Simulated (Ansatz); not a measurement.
Reaction (ligand exchange at the Al–N bond): `[AlH2]/[N]=C\[SeH]` + `N=CS` → `[AlH2]/[N]=C\S` + `N=C[SeH]`

Gas-phase electronic energies from Ansatz, PBE0-D4/def2-TZVP geometries. CCSD(T)/CBS adds triple-zeta CCSD(T) − MP2 to the extrapolated MP2 energy (def2 sets, frozen cores). This one scheme is used for every species. Double bonds are as drawn, so ΔE can hold a change between cis and trans. Functionals use def2-TZVPP. For Se outer-core shells are correlated without core-valence functions, which leaves a few kJ/mol of doubt a bond. Scalar relativity is left out up to krypton. Each species was taken in one conformer, which may not be the lowest.

Task: Is it downhill or uphill in electronic energy at CCSD(T)/CBS, and by how much? (Best estimate.)

Result: Computed: Uphill: ΔE = +0.07 eV.

Task: What do these levels give: PBE-D4, ωB97X-V, HF/def2-TZVPP, MP2/def2-TZVPP, SCS-MP2/def2-TZVPP, CCSD/def2-TZVPP, HF/def2-QZVPP, MP2/def2-QZVPP, SCS-MP2/def2-QZVPP, HF/CBS(def2), MP2/CBS(def2), CCSD/CBS(def2)? (Best estimate.)

Result: Computed: PBE-D4 0.09, ωB97X-V 0.07, HF/def2-TZVPP 0.05, MP2/def2-TZVPP 0.08, SCS-MP2/def2-TZVPP 0.07, CCSD/def2-TZVPP 0.07, HF/def2-QZVPP 0.05, MP2/def2-QZVPP 0.08, SCS-MP2/def2-QZVPP 0.07, HF/CBS(def2) 0.05, MP2/CBS(def2) 0.08, CCSD/CBS(def2) 0.06 eV.

Largest T1 diagnostic among the species: 0.015.
